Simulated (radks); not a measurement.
Q: These are the eigenvalues of the occupied orbitals of an atom or ion with whole-number occupations (hartree). All-electron calculation, non-relativistic Kohn-Sham, TPSS, spin-polarised, spherical densities, point nucleus; meta-GGA in the generalised Kohn-Sham scheme. Program: a radial shooting solver on a logarithmic mesh with Libxc functionals.

| orbital | eigenvalue |
|---|---|
| 1s up | -131.6082 |
| 1s down | -131.5720 |
| 2s up | -15.28900 |
| 2s down | -15.26171 |
| 2p up | -12.66611 |
| 2p down | -12.62295 |
| 3s up | -3.37579 |
| 3s down | -3.15270 |
| 3p up | -2.70663 |

Which element is it, and in what charge state? The configuration may be excited. Open shells, if any, are filled with parallel spins first.

A: Z = 19, potassium, charge +4: K4+ in [Ne] 3s2 3p3. The list shows which subshells hold electrons but not how many an open one holds; the 1s level, -131.61 hartree, gives Z - s = 16.2 by -(Z - s)^2/2, which with screening narrows Z to a few neighbours, and the depths of the outer levels then fix element, charge and occupations together.
